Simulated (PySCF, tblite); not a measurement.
Isomers of C3H11F2NSi2, one GFN2-xTB conformer each. Single-point energies are computed at PBE0/pcSseg-1 (PySCF, gas phase, no added dispersion term), electronic only.

Question: Rank them by PBE0/pcSseg-1 energy, lowest first (kcal/mol).
A. `[CH3:1][CH2:2][NH:3][SiH2:4][SiH2:5][CH:6]([F:7])[F:8]` with C1–C2–N3–Si4 -142°, C2–N3–Si4–Si5 54°, N3–Si4–Si5–C6 179°, Si4–Si5–C6–F7 -58°
B. `[CH3:1][NH:2][SiH2:3][C@@H:4]([SiH3:5])[CH:6]([F:7])[F:8]` with C1–N2–Si3–C4 -175°, N2–Si3–C4–Si5 164°, Si3–C4–C6–F7 -63°
C. `[CH3:1][C@H:2]([SiH2:3][NH:4][SiH3:5])[CH:6]([F:7])[F:8]` with C1–C2–Si3–N4 66°, C2–Si3–N4–Si5 -175°, C1–C2–C6–F7 72°

Answer: C (0.0), B (16.7), A (27.9).

As drawn, the highest has an Si–Si bond, which the lowest lacks. GFN2-xTB itself gives, in the same order: 0.0, 22.2, 31.7. Both levels put the same isomer lowest; measured from each level's own lowest isomer, the values differ by up to 5.5 kcal/mol (CN[SiH2][C@@H]([SiH3])C(F)F: 22.2 against 16.7).

Question: Which frontier levels, dipoles and rotational constants go with these structures?

Answer: 
| SMILES | HOMO (eV, PBE0/pcSseg-1) | LUMO (eV) | dipole (D) | A, B, C (MHz) |
| --- | --- | --- | --- | --- |
| C[C@H]([SiH2]N[SiH3])C(F)F | -7.43 | 0.16 | 2.82 | 2905, 608.5, 565.6 |
| CN[SiH2][C@@H]([SiH3])C(F)F | -6.74 | 0.50 | 1.34 | 1873, 907.6, 693.8 |
| CCN[SiH2][SiH2]C(F)F | -6.81 | -0.56 | 2.82 | 2990, 565.0, 537.9 |

Question: What happens when harmonic zero-point energies from GFN2-xTB frequencies are added?

Answer: 
```csv
SMILES,ZPE (kcal/mol),electronic (kcal/mol),with ZPE (kcal/mol)
C[C@H]([SiH2]N[SiH3])C(F)F,83.5,0.0,0.0
CN[SiH2][C@@H]([SiH3])C(F)F,83.5,16.7,16.7
CCN[SiH2][SiH2]C(F)F,84.7,27.9,29.1
```

The zero-point energies span 1.2 kcal/mol. The order is unchanged.
